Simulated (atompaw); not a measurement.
Reading a pseudo-wave (silicon (Si))

Columns: radius, all-electron u(r) and pseudo u(r) of the 3p shell (level -4.16 eV) of silicon in the configuration [Ne] 3s2 3p2; LDA (PW92), scalar-relativistic, PAW (atompaw) scheme, atompaw 4.2.0.5.

```json
{"r (bohr)": "0.075", "all-electron": "-0.0684", "pseudo": "0.0028"}
{"r (bohr)": "0.150", "all-electron": "-0.1683", "pseudo": "0.0112"}
{"r (bohr)": "0.225", "all-electron": "-0.2362", "pseudo": "0.0248"}
{"r (bohr)": "0.300", "all-electron": "-0.2627", "pseudo": "0.0435"}
{"r (bohr)": "0.375", "all-electron": "-0.2538", "pseudo": "0.0667"}
{"r (bohr)": "0.450", "all-electron": "-0.2192", "pseudo": "0.0938"}
{"r (bohr)": "0.525", "all-electron": "-0.1676", "pseudo": "0.1242"}
{"r (bohr)": "0.600", "all-electron": "-0.1057", "pseudo": "0.1573"}
{"r (bohr)": "0.675", "all-electron": "-0.0386", "pseudo": "0.1922"}
{"r (bohr)": "0.750", "all-electron": "0.0301", "pseudo": "0.2283"}
{"r (bohr)": "0.825", "all-electron": "0.0978", "pseudo": "0.2648"}
{"r (bohr)": "0.900", "all-electron": "0.1630", "pseudo": "0.3012"}
{"r (bohr)": "0.975", "all-electron": "0.2244", "pseudo": "0.3369"}
{"r (bohr)": "1.050", "all-electron": "0.2813", "pseudo": "0.3712"}
{"r (bohr)": "1.125", "all-electron": "0.3335", "pseudo": "0.4040"}
{"r (bohr)": "1.200", "all-electron": "0.3807", "pseudo": "0.4347"}
{"r (bohr)": "1.275", "all-electron": "0.4229", "pseudo": "0.4632"}
{"r (bohr)": "1.350", "all-electron": "0.4604", "pseudo": "0.4894"}
{"r (bohr)": "1.425", "all-electron": "0.4932", "pseudo": "0.5132"}
{"r (bohr)": "1.500", "all-electron": "0.5215", "pseudo": "0.5345"}
{"r (bohr)": "1.575", "all-electron": "0.5456", "pseudo": "0.5534"}
{"r (bohr)": "1.650", "all-electron": "0.5658", "pseudo": "0.5700"}
{"r (bohr)": "1.725", "all-electron": "0.5823", "pseudo": "0.5841"}
{"r (bohr)": "1.800", "all-electron": "0.5954", "pseudo": "0.5960"}
{"r (bohr)": "1.875", "all-electron": "0.6054", "pseudo": "0.6055"}
{"r (bohr)": "1.950", "all-electron": "0.6126", "pseudo": "0.6126"}
```

Task: How many radial nodes do the two functions have?

Result: The all-electron 3p function has n − l − 1 = 1; the pseudo-wave has 0, since the states of the same l below it are removed with the core.

Task: Is the pseudo-wave norm-conserving?

Result: No, it belongs to a PAW set: the norm inside the radius is not constrained, and the difference is carried by the augmentation charge.
